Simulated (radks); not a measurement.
Values are calculated unless marked as measured or tabulated.
O, 8 electrons, occupied as [He] 2s2 2p4.

Code: a radial shooting solver on a logarithmic mesh with Libxc functionals. Model: scalar-relativistic Kohn-Sham, Slater X-alpha with alpha = 0.584, spin-polarised, spherical densities, point nucleus; open shells are filled with parallel spins first.

Energy parts (eV):
part                 energy
total             -1990.491
kinetic            1993.243
electron-nucleus  -4784.663
Hartree             972.643
exchange           -171.715

Orbitals (lengths in bohr, moments of r in powers of bohr):
orbital,occ.,eigenvalue (eV),<r>
1s up,1,-502.9442,0.2019
1s down,1,-501.5635,0.2014
2s up,1,-22.4092,1.151
2s down,1,-19.1205,1.185
2p up,3,-8.0328,1.273
2p down,1,-4.9509,1.412

The highest occupied level is 2p down at -4.951 eV. Summed over all electrons, <r^2> = 12.74 bohr^2, which gives a Langevin (diamagnetic) susceptibility term of -10.1 x 10^-6 cm^3/mol.
